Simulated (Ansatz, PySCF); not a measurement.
CH₆AlClOSi, singlet, geometry from GFN2-xTB (such geometries of metal compounds can be far from the true shape). Base run: PySCF with CASSCF(4,3)/STO-3G.

The PySCF input:
```python
from pyscf import gto, scf, mcscf
import numpy

mol = gto.M(
    atom='''
Al   -0.17347825    0.04598141    0.05314478
Cl   -2.18945740    0.29077214    0.27592454
O     0.38473746   -0.90473349   -1.18576184
C     0.87959067   -1.69981286   -2.22559881
H     1.29206403   -2.62592513   -1.81941425
H     0.07883795   -1.94496245   -2.92665438
H     1.66781575   -1.16343029   -2.75865830
Si    1.57494158    0.99653444    1.41051878
H     2.51907098    1.83306094    0.64512920
H     2.42331721   -0.01583238    2.06798280
H     1.09026122    1.86146762    2.50244005
''',
    basis='sto-3g',
    verbose=3,
)

mf = scf.RHF(mol)
mf.kernel()
mc = mcscf.CASSCF(mf, 3, 4)
mc.fix_spin_(ss=0.0)
mc.kernel()
occ = numpy.linalg.eigvalsh(mc.fcisolver.make_rdm1(mc.ci, mc.ncas, mc.nelecas))[::-1]
ss = mc.fcisolver.spin_square(mc.ci, mc.ncas, mc.nelecas)[0]
print('natural occupations', occ.round(4), ' <S^2>', round(ss, 4))
```

Programs used: Ansatz (a quantum-chemistry and plane-wave program), PySCF; a row that names a program was run with it.

Each row names what was changed in the base input (with any setting that the change needs).

```
change                                            ΔE vs base (kcal/mol)                 natural occupations  <S^2> of the state
------------------------------------------------  ---------------------  ----------------------------------  ------------------
base                                                              0.000                      2.00 1.98 0.02                0.00
active space = 4 electrons, 6 orbitals                           -11.81       1.98 1.97 0.02 0.02 0.00 0.00                0.00
active space = 6 electrons, 7 orbitals                           -21.36  1.99 1.98 1.97 0.02 0.02 0.01 0.00                0.00
orbitals = fixed (CASCI); correction = SC-NEVPT2                  -95.7                      2.00 2.00 0.00                0.00
orbitals = fixed (CASCI)                                           6.17                      2.00 2.00 0.00                0.00
fix_spin_ = off                                                   0.000                      2.00 1.98 0.02                0.00
conv_tol = 1e-5                                                   0.180                      2.00 1.98 0.02                0.00
state_average = 2 states                                          14.27                                   -                   -
solver = newton                                                   0.000                      2.00 1.98 0.02                0.00
code = ansatz                                                     -3.24                                   -                   -
active space = 2 electrons, 2 orbitals                            0.182                           1.98 0.02                0.00
```

Active orbitals are taken around the Fermi level unless the row says otherwise; CASSCF can end in different local minima, and two programs can end on different orbitals. State-averaged rows give the lowest state.
